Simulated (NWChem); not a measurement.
System: InP2H5; SMILES [PH2][InH][PH2]

```xyz
8

In    -0.4969    -0.0166     0.0000
H     -2.2263    -0.1503     0.0000
P      0.7765    -0.0852    -2.1698
H     -0.0873     0.8618    -2.8030
H      1.7279     0.8990    -1.7600
P      0.7765    -0.0852     2.1698
H      1.7279     0.8990     1.7600
H     -0.0873     0.8618     2.8030
```
Atoms are numbered in this order, from 1.

Program: NWChem. Structure relaxed at the PBE0/def2-SVP level. def2 effective core potentials on In; no spin-orbit coupling.

For level PBE0/STO-3G (all-electron, non-relativistic):

- highest occupied level (eV) = -3.50
- orbital gap (eV) = 5.45
- dipole (D) = 1.06

Problem. Estimate the same quantities for level PBE0/def2-SVP (core potentials).

Solution. The highest occupied level (eV) is -6.77 and the orbital gap (eV) comes out as 5.07. The dipole (D) is 1.56.
